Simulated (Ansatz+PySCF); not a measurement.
Results of a calculation; reference values are marked as such.
This Ansatz input gave a total energy of -99.42243 hartree.

```yaml
crystal:
  periodic: [false, false, false]
  atoms:
    - { symbol: F, position_ang: [0.0, 0.0, 0.0] }
basis:
  gaussian: { orbitals: def2-SVP }
magnetization:
  spin_polarized: true
  initial_magnetization: 1
hamiltonian:
  xc: hf
correlation:
  method: mp2
  frozen_orbitals: { F: 1 }
scf:
  omitted_lower_state_checks: [stability, starts, atomic_configurations, cluster_reference, orbital_swaps, given_window_search, neighbouring_geometries, increment]
```

(1) Write an input for PySCF with the same method and basis set.

## Answers

(1)

```python
from pyscf import gto, scf, mp

mol = gto.M(atom="""
F 0.000000 0.000000 0.000000
""", basis='def2-svp', charge=0, spin=1)
mf = scf.UHF(mol)
mf.kernel()
pt = mp.MP2(mf, frozen=1).run()
print(mf.e_tot, pt.e_corr, pt.e_tot)
```

PySCF 2.14.0 gave -99.42243 hartree, 0.03 meV from the first.
